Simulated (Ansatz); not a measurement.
Cost and result up the ladder for In(PH3)F3 (InPH3F3) (8 atoms). Total charge 0; singlet. Geometry: r2SCAN-D4/def2-SVP.

```csv
atom,x (Å),y (Å),z (Å)
F1,-2.240,-1.085,-0.873
F2,-0.828,1.853,-1.686
F3,-1.773,1.266,1.481
In4,-1.369,0.575,-0.306
P5,1.103,-0.464,0.245
H6,1.779,-1.160,-0.787
H7,1.204,-1.419,1.286
H8,2.125,0.433,0.640
```

Ansatz on 2 threads of Intel Xeon Platinum 8259CL on a shared host. Times are rough, and most runs start from the orbitals of an earlier one. PBE0-D4/def2-TZVP serves as the yardstick here, not as an exact answer. Differences are given only for rows in sets of like size (and for xTB, whose basis is part of the method), since another set adds its own error. Binding counts from free atoms at the same level (F doublet, In doublet, P quartet, H doublet; other spins of the atoms weren't run), without zero-point energy or a counterpoise term.

In the def2 sets In takes a core potential, while STO-3G treats all electrons; there is no spin–orbit coupling. LC-ωPBE has ω = 0.4 bohr⁻¹. Correlated methods freeze 12 core orbitals; core or outer-core shells of In are correlated, in sets that lack core-valence functions. The rows differ in basis, and correlated rows in double-zeta sets carry the largest basis error.

Correlated methods converge slowly with the basis, most of all in double-zeta sets.

```csv
level,functions,wall time
HF/STO-3G,54,0.7 s
PBE-D4/def2-SVP,101,1.4 s
PBE0-D4/def2-SVP,101,2.3 s
PBE-D4/def2-TZVP (with forces),198,3.7 s
LC-ωPBE/def2-TZVP,198,4 s
PBE0-D4/def2-TZVP,198,4.8 s
r2SCAN-D4/def2-TZVP,198,4.8 s
MP2/def2-TZVP,198,5.5 s
CCSD(T)/def2-SVP,101,12 s
```

**Question.** Estimate what each level gives for the binding energy per atom (eV).

**Answer.** 
```
                         level  binding energy per atom (eV)  difference from PBE0-D4/def2-TZVP (eV)
                     HF/STO-3G                          2.22                                       –
               PBE-D4/def2-SVP                          3.01                                       –
              PBE0-D4/def2-SVP                          2.88                                       –
PBE-D4/def2-TZVP (with forces)                          3.05                                    0.11
             LC-ωPBE/def2-TZVP                          3.01                                    0.07
             PBE0-D4/def2-TZVP                          2.94                                    0.00
           r2SCAN-D4/def2-TZVP                          3.00                                    0.07
                 MP2/def2-TZVP                          2.95                                    0.01
              CCSD(T)/def2-SVP                          2.75                                       –
```
